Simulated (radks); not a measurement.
Results of a calculation; reference values are marked as such.
Problem. Ionisation of neutral rhenium, [Xe] 4f14 5d5 6s2, to Re+, [Xe] 4f14 5d5 6s1, under several functionals. Dirac Kohn-Sham, spin-unpolarised, spherical densities, finite nucleus; open shells fill j = l - 1/2 first; a radial shooting solver on a logarithmic mesh with Libxc functionals. Known Delta-SCF values: B86b exchange with PBE correlation 9.183 eV; LDA (Slater exchange, VWN5 correlation) 9.416 eV; XLYP 9.121 eV. What does BP86 give, and what is its highest occupied eigenvalue?

Solution. 9.339 eV by Delta-SCF; the 5d5/2 eigenvalue is -4.945 eV. NIST: 7.834 eV (measured).

Beside tabulated values, note that spin-unpolarised runs miss the spin-polarisation part of the exchange energy of open shells.
